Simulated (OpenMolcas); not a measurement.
# Re4+ in a point-charge field

Re4+ among 6 point charges of -1.5 e arranged as a trigonal antiprism (D3d), 2.28 Å from the ion, with a polar angle of 61.3° against the regular 54.74°.

```json
{
 "Program": "OpenMolcas 26.06",
 "Method": "SS-CASPT2, IPEA 0.25 Eh, imaginary shift 0.1 Eh (closed shells correlated: 5s 5p)",
 "Basis": "ANO-RCC-VTZP [8s7p5d3f2g1h]",
 "Scalar Hamiltonian": "DKH2, point nucleus",
 "Active space": "3 electrons in 5 orbitals (5d)",
 "State averaging": "2S+1 = 4 even, 10 roots; 2S+1 = 2 even, 40 roots",
 "Spin-orbit coupling": "RASSI with atomic mean-field integrals over the reference wave functions"
}
```

The lowest spin-free states (labels of D3, the rotations of D3d), above the lowest:

```tsv
State	Degeneracy	E (cm-1)	Free-ion L (%)
4A2	1	0	F (96)
4A1	1	3910	F (100)
4E	2	5560	F (97)
4E	2	8450	F (94)
4A2	1	9790	F (96)
2E	2	13120	G (65)
2A2	1	13140	G (52)
4A2	1	13700	P (93)
2E	2	14300	G (59)
2A1	1	16250	G (97)
2E	2	16340	G (53)
2A1	1	17400	G (88)
2E	2	17730	H (47)
2A1	1	19230	H (68)
2E	2	19860	H (65)
2A2	1	20140	H (66)
4E	2	20950	P (91)
2E	2	21710	H (42)
2A2	1	21770	H (59)
2A2	1	22340	P (61)
```

The lowest levels with spin-orbit coupling:

```json
{"E (cm-1)": "0", "Degeneracy": "2", "Label": "E3/2", "2S+1": "4 (87 %)", "g": "0.00 0.00 0.94"}
{"E (cm-1)": "1510", "Degeneracy": "2", "Label": "E1/2", "2S+1": "4", "g": "0.57 0.57 0.78"}
{"E (cm-1)": "6010", "Degeneracy": "2", "Label": "E1/2", "2S+1": "4", "g": "0.07 0.07 3.19"}
{"E (cm-1)": "6250", "Degeneracy": "2", "Label": "E3/2", "2S+1": "4 (88 %)", "g": "0.00 0.00 3.42"}
{"E (cm-1)": "7820", "Degeneracy": "2", "Label": "E1/2", "2S+1": "4", "g": "0.64 0.64 1.10"}
{"E (cm-1)": "9840", "Degeneracy": "2", "Label": "E1/2", "2S+1": "4 (90 %)", "g": "0.67 0.67 5.65"}
{"E (cm-1)": "10590", "Degeneracy": "2", "Label": "E3/2", "2S+1": "4 (89 %)", "g": "0.00 0.00 4.69"}
{"E (cm-1)": "10710", "Degeneracy": "2", "Label": "E1/2", "2S+1": "4 (86 %)", "g": "0.08 0.08 5.50"}
{"E (cm-1)": "11800", "Degeneracy": "2", "Label": "E1/2", "2S+1": "4 (74 %)", "g": "0.12 1.96 1.96"}
{"E (cm-1)": "12540", "Degeneracy": "2", "Label": "E3/2", "2S+1": "2 (51 %)", "g": "0.00 0.00 3.34"}
{"E (cm-1)": "13350", "Degeneracy": "2", "Label": "E1/2", "2S+1": "4 (53 %)", "g": "3.53 3.58 3.58"}
{"E (cm-1)": "13950", "Degeneracy": "2", "Label": "E1/2", "2S+1": "4 (54 %)", "g": "2.83 2.83 3.32"}
{"E (cm-1)": "14580", "Degeneracy": "2", "Label": "E3/2", "2S+1": "4 (58 %)", "g": "0.00 0.00 3.64"}
{"E (cm-1)": "15530", "Degeneracy": "2", "Label": "E1/2", "2S+1": "4 (53 %)", "g": "3.99 3.99 4.37"}
{"E (cm-1)": "15560", "Degeneracy": "2", "Label": "E3/2", "2S+1": "4 (63 %)", "g": "0.00 0.00 5.39"}
{"E (cm-1)": "16300", "Degeneracy": "2", "Label": "E1/2", "2S+1": "4 (70 %)", "g": "1.40 1.92 1.92"}
{"E (cm-1)": "18400", "Degeneracy": "2", "Label": "E1/2", "2S+1": "2 (63 %)", "g": "1.24 2.21 2.21"}
{"E (cm-1)": "18930", "Degeneracy": "2", "Label": "E3/2", "2S+1": "2 (56 %)", "g": "0.00 0.00 1.94"}
{"E (cm-1)": "19300", "Degeneracy": "2", "Label": "E1/2", "2S+1": "4 (52 %)", "g": "0.78 3.22 3.22"}
{"E (cm-1)": "20440", "Degeneracy": "2", "Label": "E1/2", "2S+1": "2 (64 %)", "g": "0.48 1.06 1.06"}
```

Powder χT (cm3 K/mol): 0.0283 at 2 K, 0.03 at 10 K, 0.0389 at 50 K, 0.05 at 100 K, 0.0721 at 200 K, 0.0942 at 300 K. The effective moment at 300 K is 2.828 √(χT) = 0.87 μB.

Roots that are degenerate in the reference are averaged as groups; the widest CASPT2 spread within a group is 56 cm-1 (the 2-fold group of multiplicity 2 near 16300 cm-1 above the lowest state of its run). Shifts and gaps below about the spread of the groups concerned are not significant. Spin-orbit coupling mixes the spin-free states strongly: the lowest level takes only 45 % from its leading state, 4A2. Free-ion shares, where given, are those of the reference states; single-state CASPT2 does not remix them. Point charges carry no covalency, so the field is a model and not that of real ligands. No measured value stands beside these numbers.

The CASPT2 steps took 15 s on 1 thread of Arm Neoverse V2 (shared host); the integral step is not counted.
